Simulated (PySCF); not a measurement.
# How methods differ on the ionisation energy of Sb⁴⁹⁺

Sb⁴⁹⁺ 1s2 (1S) → Sb⁵⁰⁺ 1s1 (2S), as a difference of total energies. All numbers are calculated (PySCF 2.14, the spin-free X2C one-electron Hamiltonian (Gaussian nucleus), in an uncontracted even-tempered set (17 s from 100 bohr⁻², ratio 2.2; 7 p from 150 bohr⁻², ratio 2.4; 4 d from 460 bohr⁻², ratio 2.4; 3 f from 690 bohr⁻², ratio 2.4; 3 g from 1000 bohr⁻², ratio 2.4)). Correlated levels: nothing frozen; virtual orbitals above 40 to 60 times the deepest correlated orbital energy dropped. The calculations carry no spin-orbit coupling.

```csv
method,ionisation energy (eV)
UHF,35768.0
LDA,35710.7
PBE,35764.8
PBE0,35765.9
r2SCAN,35771.7
B97-3,35770.1
MP2 (all electrons),35769.6
```

Estimate what r2SCANh gives.

35771.5 eV, closest to r2SCAN among the rows shown.

Estimate what SCS-MP2 (all electrons) gives.

35769.9 eV, closest to B97-3 among the rows shown.

For this ion Breit and QED terms and the two-electron picture change, all absent here, outweigh the differences among the correlated methods.

For comparison: 35710.0 eV (theoretical estimate listed by NIST; NIST Atomic Spectra Database, ionization energies).
